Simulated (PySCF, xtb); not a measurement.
SeBr2, SMILES Br[Se]Br.

Harmonic wavenumbers (cm⁻¹) from GFN2-xTB (xtb 6.7.1) at its own minimum, in rising order: 102, 262, 280.

Question: What does PBE-D3(BJ)/def2-SVP run with PySCF 2.14.0 give at its own minimum? (The exact figures need the calculation; the answer reports its results.)

Answer: 95, 278, 284. Paired by order, the mean absolute difference is 9 cm⁻¹ and the zero-point energies are 0.9 and 0.9 kcal/mol.
